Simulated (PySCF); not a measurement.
A species of formula C2H11NSi2 has this rotational fingerprint, computed with PySCF 2.14.0, PBE0-D3(BJ)/def2-SVP geometry optimisation, gas phase:

```
Rotational constants : A = 4449, B = 1562, C = 1326 MHz
Dipole components    : |μa| = 1.50 D, |μb| = 0.14 D, |μc| = 0.23 D
Inertial defect      : -55.83 u·Å²
κ                    : -0.85
```

Problem. Which structure is it? (One computed conformer of each.)
A. `[NH2:1][CH2:2][CH:3]([SiH3:4])[SiH3:5]` with H–N1–C2–C3 -69° and 174°, N1–C2–C3–Si4 -168°
B. `[CH3:1][Si@@H:2]([NH2:3])[CH2:4][SiH3:5]` with C1–Si2–N3–H -51° and 173°, C1–Si2–C4–Si5 -179°
C. `[CH3:1][N:2]([CH3:3])[SiH2:4][SiH3:5]` with C1–N2–Si4–Si5 78°
D. `[CH3:1][CH2:2][NH:3][SiH2:4][SiH3:5]` with C1–C2–N3–Si4 84°, C2–N3–Si4–Si5 43°
E. `[CH3:1][NH:2][SiH2:3][SiH2:4][CH3:5]` with C1–N2–Si3–Si4 -166°, N2–Si3–Si4–C5 60°

Solution. D. It is CCN[SiH2][SiH3], an asymmetric top, point group C1. The candidates at the same level (rigid rotor, commonest isotopes):

```json
{"SMILES": "NCC([SiH3])[SiH3]", "A (MHz)": "3234", "B (MHz)": "2184", "C (MHz)": "1400", "μa (D)": "0.90", "μb (D)": "0.56", "μc (D)": "0.78", "Δ (u·Å²)": "-26.73", "point group": "C1", "rotor": "asymmetric top"}
{"SMILES": "CN[SiH2][SiH2]C", "A (MHz)": "5355", "B (MHz)": "1415", "C (MHz)": "1235", "μa (D)": "0.59", "μb (D)": "1.12", "μc (D)": "0.44", "Δ (u·Å²)": "-42.27", "point group": "C1", "rotor": "near-prolate asymmetric top"}
{"SMILES": "CCN[SiH2][SiH3]", "A (MHz)": "4449", "B (MHz)": "1562", "C (MHz)": "1326", "μa (D)": "1.50", "μb (D)": "0.14", "μc (D)": "0.23", "Δ (u·Å²)": "-55.83", "point group": "C1", "rotor": "asymmetric top"}
{"SMILES": "C[Si@@H](N)C[SiH3]", "A (MHz)": "5483", "B (MHz)": "1551", "C (MHz)": "1315", "μa (D)": "0.93", "μb (D)": "0.28", "μc (D)": "0.19", "Δ (u·Å²)": "-33.60", "point group": "C1", "rotor": "asymmetric top"}
{"SMILES": "CN(C)[SiH2][SiH3]", "A (MHz)": "4591", "B (MHz)": "1552", "C (MHz)": "1536", "μa (D)": "1.05", "μb (D)": "0.07", "μc (D)": "0.36", "Δ (u·Å²)": "-106.73", "point group": "–", "rotor": "–"}
```

`CN(C)[SiH2][SiH3]` has C 16 % too high; `NCC([SiH3])[SiH3]` has B 40 % too high; `CN[SiH2][SiH2]C` has A 20 % too high; `C[Si@@H](N)C[SiH3]` has A 23 % too high. No structure here is proved a minimum.
